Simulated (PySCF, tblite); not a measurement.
C6H9OS (charge +1).
Structure used (GFN2-xTB), in Å, numbered top down from 1:
```xyz
17
C6H9OS angstrom
C      1.9055   -0.9633    0.3312
C      1.4254    0.4755    0.2497
C      0.0167    0.5314   -0.4389
C     -0.2610    1.8275   -0.7995
O     -0.5072    2.9146   -0.9842
C     -1.1670    0.0063    0.5018
C     -2.2893   -0.5711   -0.2586
S     -1.0224    0.0994    2.0887
H      2.0449   -1.3929   -0.6574
H      1.2147   -1.5840    0.8954
H      2.8646   -0.9804    0.8421
H      2.1329    1.0676   -0.3314
H      1.3432    0.9091    1.2464
H      0.0289   -0.1274   -1.3168
H     -3.1175   -0.7977    0.4094
H     -2.6362    0.1002   -1.0456
H     -1.9834   -1.5026   -0.7423
```

Jobs on this species (17 atoms, 68 electrons) with PySCF (density fitting) and tblite. Hardware of each: an Arm Neoverse N1 with one thread, shared host. Times come from a shared host and carry two figures at best.

**Question.** Rank these jobs by wall time, shortest first.
A. GFN2-xTB; Hessian by finite differences
B. PBE0/pcSseg-1; shieldings, charges and field gradients; 188 basis functions
C. GFN2-xTB; L-BFGS relaxation

**Answer.** A (1.0 s), C (1.7 s), B (65 s).

All jobs:

```
level and settings                                     work  basis functions  SCF cycles  wall time
          GFN2-xTB            Hessian by finite differences                –           –      1.0 s
          GFN2-xTB                        L-BFGS relaxation                –           –      1.7 s
     PBE0/pcSseg-1  shieldings, charges and field gradients              188          15       65 s
```

**Question.** What do all jobs in the table cost together?

**Answer.** About 68 s; the longest takes about 96 % of that, and about 65 times as long as the shortest.
